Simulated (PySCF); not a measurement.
Gas-phase reaction: SnF2 + F ⇌ SnF3

Method: PySCF energies plus ideal-gas RRHO corrections (1 bar). † marks an energy on the PBE0/def2-TZVP geometry and frequencies; other levels use their own. CCSD(T) freezes the core. Open shells (unrestricted): F (multiplicity 2), SnF3 (multiplicity 2); the rest are closed-shell singlets. Spin-orbit splitting is ignored; it lowers the true energy and changes the entropy of F. B3LYP is the form with VWN-RPA correlation. Sn: scalar-relativistic def2 core potential, no spin-orbit coupling. SnF3: computed as isolated molecules; such fragments, hydroxides, amides, oligomers or adducts are transient or little studied in the gas. CCSD(T) isn't extrapolated to the basis-set limit.

```json
[
 {"level": "B3LYP/def2-TZVP†", "ΔH°(298 K), kJ": "-238"},
 {"level": "CCSD(T)/def2-SVP†", "ΔH°(298 K), kJ": "-224"},
 {"level": "M06-2X/def2-TZVP†", "ΔH°(298 K), kJ": "-278"},
 {"level": "PBE/def2-SVP", "ΔH°(298 K), kJ": "-270"},
 {"level": "LDA/def2-TZVP†", "ΔH°(298 K), kJ": "___"},
 {"level": "ωB97M-V/def2-TZVP†", "ΔH°(298 K), kJ": "___"},
 {"level": "ωB97X-V/def2-TZVP†", "ΔH°(298 K), kJ": "___"}
]
```

Task: Complete the blanks.

Result: 
- LDA/def2-TZVP†, ΔH°(298 K), kJ: -335
- ωB97M-V/def2-TZVP†, ΔH°(298 K), kJ: -253
- ωB97X-V/def2-TZVP†, ΔH°(298 K), kJ: -256
